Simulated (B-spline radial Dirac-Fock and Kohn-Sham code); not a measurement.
## Isotope-shift constants of the inner levels of Eu

System: the Eu atom in the configuration [Xe] 4f7 6s2.

These are calculated numbers from a radial finite-basis atomic code; the model is first-order field-shift and mass-shift constants from Dirac-Fock ground and hole states with a Fermi nucleus; the mass shift has no relativistic recoil terms. A binding energy shifts by δE = F·δ⟨r²⟩ + (K_N + K_S)·δ(1/M); F is taken for a change of radius at fixed skin thickness and so holds the higher radial moments.

| level | F (meV/fm²) |
| --- | --- |
| K (1s) | -294.0 |
| L1 (2s) | -37.87 |
| L2 (2p1/2) | 0.5287 |
| L3 (2p3/2) | 1.854 |
| M1 (3s) | -8.069 |
| M2 (3p1/2) | 0.1789 |
| M3 (3p3/2) | 0.5029 |
| M4 (3d3/2) | 0.4630 |
| M5 (3d5/2) | 0.4477 |

The mass shift is not given and not included below: at this Z its relativistic corrections are large. It matters little for K lines but can be comparable with the field shift of L lines.

Field shifts alone in meV from A = 153 (mass 152.9212 u, rms radius 5.1115 fm); radii from Angeli and Marinova (2013).

```
  A  mass (u)  radius (fm)     Kα1     Kα2     Kβ1   Lα1
138  137.9337       4.9779  +398.8  +397.1  +397.0  -1.9
139  138.9298        4.976       ?       ?       ?     ?
141  140.9249       4.9697  +423.0  +421.1  +421.1  -2.0
143  142.9203       4.9636  +440.9  +438.9  +438.9  -2.1
147  146.9168       4.9938  +351.9  +350.4  +350.3  -1.7
149  148.9179       5.0202  +273.7  +272.5  +272.5  -1.3
151  150.9199       5.0522  +178.3  +177.5  +177.5  -0.8
155  154.9229       5.1221   -32.1   -32.0   -32.0  +0.2
158  157.9278       5.1413   -90.4   -90.0   -90.0  +0.4
159  158.9291       5.1498  -116.3  -115.8  -115.8  +0.6
```

Q: What are the shifts for A = 139?

A: Kα1 +404.4 meV; Kα2 +402.6 meV; Kβ1 +402.6 meV; Lα1 -1.9 meV.
